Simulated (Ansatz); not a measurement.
Consider the ligand exchange at a B–C bond: `C#CB(Cl)Cl` + CH₃SH → `CSB(Cl)Cl` + `C#C`.

Computed with Ansatz on PBE0-D4/def2-TZVP structures; ΔE is electronic, products minus reactants. CCSD(T)/CBS adds triple-zeta CCSD(T) − MP2 to the extrapolated MP2 energy (def2 sets, frozen cores). This one scheme is used for every species. Functionals use def2-TZVPP. One conformer a species, not always the lowest.

| species | B2PLYP energy (Eh) |
| --- | --- |
| `C#CB(Cl)Cl` | -1021.80520 |
| CH₃SH | -438.55938 |
| `CSB(Cl)Cl` | -1383.08298 |
| `C#C` | -77.29287 |

(1) Work out ΔE.

Largest T1 diagnostic among the species: 0.013.

Answers

(1) ΔE = (-1383.08298) + (-77.29287) − (-1021.80520) − (-438.55938) = -0.01127 Eh = -29.6 kJ/mol. CCSD(T)/CBS gives -37.9 kJ/mol.

At CCSD(T), def2-SVP lies +3.9 kJ/mol from the extrapolated value and def2-TZVPP +3.6 kJ/mol. From BLYP to BHLYP (50 % exact exchange), in def2-TZVPP and without D4, ΔE moves by −3.9 kJ/mol.
